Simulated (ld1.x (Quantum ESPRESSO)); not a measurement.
Plane-wave convergence, ultrasoft potential for iodine (I)

```
Element                 : I
Generator               : ld1.x (Quantum ESPRESSO) 7.5
Type                    : ultrasoft
Functional              : PBE
Relativity              : scalar-relativistic
Frozen core             : [Kr] 4d10
Valence charge          : 7
Reference configuration : 5s1.75 5p5.25
Partial waves           : 5s (bound): rcut 1.65, rcutus 1.85 bohr; 5s channel at -0.4 Ry: rcut 1.65, rcutus 1.85 bohr; 5p (bound): rcut 1.80, rcutus 1.95 bohr; 5p channel at 2.05 Ry: rcut 1.80, rcutus 1.95 bohr; 5d channel at 0.4 Ry: rcut 1.80, rcutus 2.10 bohr
Local potential         : all-electron potential smoothed inside 1.60 bohr (lloc = -1)
Core correction         : none
Augmentation charge     : built from norm-conserving waves at rcut, not smoothed further
```

The pseudo-atom Hamiltonian at the reference potential is diagonalised in spherical Bessel functions j_l(qr) that vanish at 20 bohr, with q² up to the cutoff. All-electron valence levels (Ry): 5s -1.2929, 5p -0.5308.

Question: How do the lowest levels (Ry) of each channel move with the cutoff, and are there ghosts?

Answer:

```tsv
cutoff (Ry)	s #1	s #2	p #1	p #2	d #1	d #2	f #1	Σ f·Δε (mRy)
8	-1.2855	-0.0371	-0.5304	0.0271	0.0611	0.1295	0.1155	15.1
12	-1.2920	-0.0379	-0.5306	0.0271	0.0610	0.1293	0.1155	2.9
15	-1.2925	-0.0380	-0.5307	0.0271	0.0610	0.1292	0.1155	1.4
21	-1.2927	-0.0380	-0.5308	0.0271	0.0610	0.1291	0.1155	1.1
25	-1.2928	-0.0380	-0.5308	0.0271	0.0610	0.1291	0.1155	0.6
35	-1.2929	-0.0380	-0.5308	0.0271	0.0610	0.1291	0.1155	0.4
400	-1.2929	-0.0380	-0.5309	0.0271	0.0610	0.1291	0.1155	0.0
```

Result: no extra level below or beside the all-electron valence levels (s, p, d, f tested); 10 mRy is reached at 10 Ry and 1 mRy at 25 Ry.

4 of 7 tests not solved or not reliable.
